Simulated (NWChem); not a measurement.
# C4H4OS; SMILES Sc1ccco1

```xyz
10

S      0.1886    -1.9399    -0.3768
C      0.0157    -0.2086    -0.1391
C     -1.0895     0.5774     0.0333
C     -0.6258     1.9311     0.0647
C      0.7265     1.8679    -0.0894
O      1.1377     0.5785    -0.2255
H      0.7420    -2.2469     0.8213
H     -2.1062     0.2248     0.1319
H     -1.2195     2.8258     0.1908
H      1.5083     2.6120    -0.1195
```
Atoms are numbered in this order, from 1.

Level: B3LYP/6-31G* (spherical d) (NWChem), optimised geometry, unscaled harmonic frequencies. B3LYP is NWChem's, with the RPA form of VWN correlation.

**Question.** List the harmonic frequencies with IR intensities, and the thermochemistry.

**Answer.** 
| frequency (cm⁻¹) | IR intensity (km/mol) |
|---|---|
| 174 | 17.1 |
| 217 | 7.3 |
| 297 | 1.0 |
| 483 | 1.3 |
| 616 | 5.7 |
| 625 | 3.8 |
| 753 | 41.9 |
| 826 | 15.1 |
| 879 | 1.6 |
| 898 | 3.3 |
| 928 | 15.7 |
| 963 | 23.4 |
| 1037 | 21.0 |
| 1102 | 10.0 |
| 1148 | 13.6 |
| 1197 | 21.7 |
| 1256 | 3.0 |
| 1423 | 1.9 |
| 1506 | 23.3 |
| 1615 | 3.1 |
| 2623 | 36.6 |
| 3269 | 2.9 |
| 3285 | 0.5 |
| 3303 | 1.2 |

- zero-point energy = 43.5 kcal/mol
- thermal correction to the enthalpy at 298.15 K (with zero-point energy) = 47.5 kcal/mol
- heat capacity Cv = 19.3 cal/(mol K)
- entropy at 298.15 K and 1 atm (symmetry number 1) = 75.0 cal/(mol K)
- dipole moment = 1.69 D

Rigid rotor and harmonic oscillator.
